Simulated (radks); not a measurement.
Values are calculated unless marked as measured or tabulated.
Task: These are the eigenvalues of the occupied orbitals of an atom or ion with whole-number occupations (eV). Level of theory: scalar-relativistic Kohn-Sham, PBE, spin-polarised, spherical densities, finite nucleus; Fermi nuclear charge, rms radius of each element as measured or else 0.836 A^(1/3) + 0.57 fm (a radial shooting solver on a logarithmic mesh with Libxc functionals).

orbital  eigenvalue
1s down   -21939.87
1s up     -21939.86
2s up     -3157.684
2s down   -3157.126
2p up     -2828.389
2p down   -2827.970
3s up     -558.8659
3s down   -558.5827
3p up     -450.6831
3p down   -450.3597
3d up     -276.6832
3d down   -276.1739
4s up      -80.7028
4s down    -78.0622
4p up      -50.6811
4p down    -47.8718
4d up       -8.7450
4d down     -6.0615
5s up       -5.6010
5s down     -4.6329

Which element is it, and in what charge state? The configuration may be excited. Open shells, if any, are filled with parallel spins first.

Result: Z = 44, ruthenium, charge 0: Ru in [Kr] 4d6 5s2. The list shows which subshells hold electrons but not how many an open one holds; the 1s level, -806.28 hartree, gives Z - s = 40.2 by -(Z - s)^2/2, which with screening and relativity narrows Z to a few neighbours, and the depths of the outer levels then fix element, charge and occupations together.
